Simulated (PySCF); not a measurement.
**ZnO and its ions**

PBE0; PySCF, no relativity, basis sets Zn def2-SVPD, O def2-SVPD. Neutral (UKS): triplet (σ ↑, π ↑), Re = 1.870 Å, ωe = 540 cm⁻¹, De = 1.79 eV, HOMO -6.48 eV, LUMO -3.49 eV.

ZnO⁺ (UKS): doublet (π ↑), Re = 1.804 Å, ωe = 630 cm⁻¹, De = 1.70 eV to Zn⁺ + O. The energies at the minima are -1853.87868 hartree for ZnO and -1853.55121 for ZnO⁺.

**Question.** Work out the adiabatic ionisation energy, without and with harmonic zero-point energies (1 hartree = 27.2114 eV, 1 eV = 8065.5 cm⁻¹), and the change of the bond length.

**Answer.** At PBE0: 0.32747 hartree = 8.911 eV between the minima; the zero-point term (630.0 − 540.0)/2 cm⁻¹ = +0.006 eV makes it 8.916 eV. Re changes by -6.6 pm against the neutral. The electron leaves a σ orbital, and the shorter bond of the ion fits an antibonding orbital, or a change in how ionic the bond is.

ZnO⁻ (UKS): doublet (σ ↑), Re = 1.769 Å, ωe = 628 cm⁻¹, De = 2.28 eV to Zn + O⁻. The energies at the minima are -1853.87868 hartree for ZnO and -1853.95019 for ZnO⁻.

**Question.** Work out the adiabatic electron affinity, without and with harmonic zero-point energies (1 hartree = 27.2114 eV, 1 eV = 8065.5 cm⁻¹), and the change of the bond length.

**Answer.** At PBE0: 0.07151 hartree = 1.946 eV between the minima; the zero-point term (540.0 − 628.0)/2 cm⁻¹ = -0.005 eV makes it 1.940 eV. Re changes by -10.1 pm against the neutral. The electron enters a π orbital; the charge polarises the partner, so the anion is bound more strongly.

For an ion De counts to the pair picked by the measured ionisation energies or electron affinities, which need not be the lowest pair at this level. States were picked by a PBE0 search and need not be the measured ground states.
